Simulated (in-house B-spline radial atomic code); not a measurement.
## TDHF excitations of Hg

Method: TDHF. Computed with a B-spline radial code for spherical atoms: linear response of the closed shell [Xe] 4f14 5d10 6s2 with bare exchange (time-dependent Hartree-Fock); scalar-relativistic (spin-free one-electron X2C), finite nucleus, no spin-orbit coupling, no double excitations, S, P, D and F terms only; shells from n = 4 respond. Only terms of natural parity with L up to 3 were computed.

Spin-orbit coupling is strong here, so these LS terms don't match observed levels.

Command:
```bash
python run_td.py task.json out
```
Settings (radii: box in bohr, nucleus in fm):
```
Z                        80
electrons                80
configuration            [Xe] 4f14 5d10 6s2
hamiltonian              x2c
method                   hf
box_radius               75
rms_radius               5.4648
intervals                76
```

Cost of the run: 8.2 s on 1 thread of Arm Neoverse N1, on a shared host.

The lowest states, in the order of their Tamm-Dancoff energies; the method's threshold (minus the highest occupied level) is 8.887 eV. Labels give the largest channel, * marks a mixed state, and oscillator strengths are full-response dipole values. Measured ¹D terms are left out, since they can mix with doubly excited terms. Energies in eV:

```csv
state,full response,Tamm-Dancoff,oscillator strength,measured (J-weighted term)
6s → 6p 3P,3.267,3.798,-,-
6s → 6p 1P,5.551,5.687,1.31,-
6s → 7s 3S,6.234,6.253,-,7.731
6s → 7s 1S,6.585,6.602,-,7.926
6s → 7p 3P,?,?,-,-
6s → 6d 3D,7.358,7.360,-,-
6s → 7p 1P,7.382,7.406,0.0687,-
6s → 6d 1D,?,?,-,-
6s → 8s 3S,7.643,7.648,-,-
6s → 8s 1S,7.739,7.744,-,-
6s → 8p 3P,7.964,7.975,-,-
6s → 7d 3D,8.031,8.031,-,-
6s → 5f 3F,8.035,8.036,-,-
6s → 5f 1F,8.037,8.037,-,-
6s → 8p 1P,8.040,8.048,0.0133,-
6s → 7d 1D,8.056,8.056,-,-
6s → 9s 3S,8.158,8.160,-,-
```

**Question.** Where does 6s → 6d 1D lie?

**Answer.** At 7.412 eV in full response, 7.413 eV in Tamm-Dancoff.

**Question.** Where does 6s → 7p 3P lie?

**Answer.** At 7.166 eV in full response, 7.196 eV in Tamm-Dancoff.

**Question.** How large is the singlet-triplet splitting of 6s → 6p (P terms) in Tamm-Dancoff?

**Answer.** 1.89 eV, from the unrounded values.

**Question.** What polarisabilities and dispersion coefficient does the method give?

**Answer.** Dipole 45.14 bohr³, quadrupole 341.9 bohr⁵, C6 448.2 hartree·bohr⁶ for two such species. Recommended dipole value: 33.91 ± 0.34 bohr³ (Schwerdtfeger and Nagle, table of static dipole polarizabilities (2023 update)), which includes relativity and correlation.
